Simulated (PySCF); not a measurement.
CdHI, SMILES [CdH][I]. Atoms are numbered in the order given.

```xyz
3

Cd     0.0000     0.0000    -1.3344
H      0.0000     0.0000    -2.9978
I      0.0000     0.0000     1.2651
```

Geometry: PBE0-D3(BJ)/def2-TZVP. The def2 effective core potentials stand for the cores of Cd, I; spin–orbit coupling is left out.

Level of theory: PBE0/def2-TZVPD (PySCF).

Mulliken values depend strongly on the basis, most of all with diffuse functions as here. ESP charges are fitted to the potential on shells at 1.4 to 2.0 van der Waals radii. Atomic charges (e):

```json
[
 {"atom": "Cd1", "Mulliken": "0.39", "ESP fit": "?"},
 {"atom": "H2", "Mulliken": "-0.06", "ESP fit": "?"},
 {"atom": "I3", "Mulliken": "-0.33", "ESP fit": "?"}
]
```

Problem. What belongs in the gaps? (Estimate from the structure and the level; the computed values follow.)

Solution. 
- Cd1, ESP fit: 0.51
- H2, ESP fit: -0.20
- I3, ESP fit: -0.31
